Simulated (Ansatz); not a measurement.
Total energies of `CN1B[SiH2]1`.

| atom | x (Å) | y (Å) | z (Å) |
| --- | --- | --- | --- |
| C1 | 0.499 | 0.130 | 1.358 |
| N2 | 0.160 | -0.024 | -0.031 |
| B3 | 0.782 | -0.268 | -1.232 |
| Si4 | -1.128 | -0.035 | -1.229 |
| H5 | -0.011 | -0.626 | 1.962 |
| H6 | 0.187 | 1.113 | 1.721 |
| H7 | 1.577 | 0.027 | 1.504 |
| H8 | 1.900 | -0.454 | -1.591 |
| H9 | -2.128 | -1.124 | -1.064 |
| H10 | -1.838 | 1.261 | -1.398 |

Total charge 0; spin multiplicity 1. Geometry: relaxed with PBE0-D4/def2-TZVP. Basis def2-TZVPP, the Gaussian-basis code of Ansatz.

RPA on PBE orbitals: Hartree–Fock energy of these orbitals -409.42363 Eh, correlation -1.03703 Eh (frozen core).

```tsv
functional	energy without D4 (Eh)	D4 term (kJ/mol)
LDA (SPW92)	-408.56650	–
PBE	-410.53523	-18.0
BLYP	-410.79466	-39.9
B97M-V	-410.78319	–
PBE0	-410.58021	-15.1
B3LYP	-410.88540	-29.0
r2SCANh	-410.74519	-4.6
r2SCAN0	-410.73601	-5.1
HSE06 (plane-wave form)	-410.56628	-14.0
CAM-B3LYP	-410.79258	-15.2
ωB97X-V	-410.77242	–
ωB97M-V	-410.77031	–
B2PLYP	-410.62296	–
PBE-QIDH	-410.47513	–
```

Task: Give the same for revPBE, r2SCAN, BHLYP, LC-ωPBE. (Estimate.)

Result: Computed: 
```
functional  energy without D4 (Eh)  D4 term (kJ/mol)
    revPBE              -410.75721             -56.8
    r2SCAN              -410.75188              -4.3
     BHLYP              -410.78196             -21.7
   LC-ωPBE              -410.67845                 –
```

B3LYP takes the VWN-RPA correlation (the form of Gaussian; ORCA's B3LYP/G). HSE06 is the plane-wave form, built on full-range PBE exchange. The double hybrids freeze the cores in their second-order part.

LC-ωPBE has ω = 0.4 bohr⁻¹.
